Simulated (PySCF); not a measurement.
# Checking a proposed structure

A compound C7H8OSi gives the data below (simulated from a calculation) and was assigned the structure `C#CC1=CCC(=C)O[SiH2]1`.

¹³C{¹H} NMR (computed): δ 181.9 (CH), 163.2 (CH), 157.2 (C), 98.4 (C), 94.8 (C), 36.0 (CH), 18.9 (CH3).

¹H NMR (400 MHz, computed): δ 9.88 (s, 1H), 7.19 (m, 1H), 4.92 (m, 1H), 4.57 (m, 1H), 2.54 (m, 1H), 1.43 (d, 3H).

PySCF calculation with σ from GIAO-PBE0/pcSseg-1 and structure optimised with GFN2-xTB; no solvent, single conformer, no relativistic terms, equivalent nuclei averaged.

Shifts are taken against calculated references (same method and geometry level): ¹H (31.72 ppm), ¹³C (186.93 ppm) vs TMS.

Q: Compare with the shifts computed for the proposed structure, pairing carbons in order of shift.

A: Atoms are numbered as in `[CH:1]#[C:2][C:3]1=[CH:4][CH2:5][C:6](=[CH2:7])[O:8][SiH2:9]1`; H(Xn) means a hydrogen on atom n.

```
atom  computed for proposal  given list  difference
  C4                  163.2       181.9       -18.7
  C6                  159.3       163.2        -3.9
  C3                  125.5       157.2       -31.7
  C7                   97.0        98.4        -1.4
  C1                   92.1        94.8        -2.7
  C2                   85.8        36.0       +49.8
  C5                   38.2        18.9       +19.3
```

The rms difference is 24.6 ppm and the largest +49.8 ppm at C2 (alkyne carbon). The carbon types in order of shift don't match either: CH, C, C, CH2, CH, C, CH2 for the proposal against CH, CH, C, C, C, CH, CH3 in the data. The proposal doesn't fit.

Q: Which isomer fits?

A: `C[C@@H]1[SiH2]C=C1C#CC=O`.

- Carbon types of the structure: 3 × C, 3 × CH, 1 × CH3, leaving 2 H on heteroatoms.
- δC 181.9: aldehyde carbonyl carbon; low-lying n→π* states of the double bond to the heteroatom give a large paramagnetic term (-247 ppm).
- δC 163.2: alkene CH; an sp2 carbon of a C=C bond.
- δC 157.2: fully substituted alkene carbon; the olefinic region.
- δH 9.88: hydrogen on an aldehyde carbonyl carbon; deshielded by the polar, anisotropic C=O bond.

Other isomers checked: C=C1C(=C)C(C=O)=C1[SiH3] (rms 53.3 ppm).

The shifts were computed for this structure.

Shifts are as computed. Against solution values, carbons near 30 ppm lie about +3 ppm off and those near 130 ppm about +5 ppm. Of 1211 compounds with measured shifts, 218 miss one by over three times the rms of a fit or turn the order of signals round; such compounds aren't used in these exercises. Multiplicities follow the n + 1 count of equivalent neighbours, as no J values were calculated; m marks all less simple cases, F and P coupling included.
